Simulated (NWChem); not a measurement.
System: BiCl2, doublet; SMILES [Bi]([Cl])[Cl]

Results from NWChem. Spin-unrestricted. In the optimisation the excess spin sits in b2 (C2v, its own frame). The spin multiplicity was typed, not searched, and may not be the lowest. No stability test was run on the SCF state. def2 effective core potentials on Bi; no spin-orbit coupling. Each level has its own optimisation; frequencies are unscaled.

```tsv
level	r Bi–Cl (Å)	highest harmonic frequency (cm⁻¹)	lowest (cm⁻¹)	zero-point energy (kcal/mol)
LDA (Slater exchange, VWN5)/def2-SVP	2.451	352	99	1.1
PBE/def2-SVP	2.488	333	97	1.1
PBE0/def2-SVP	2.464	349	102	1.1
```
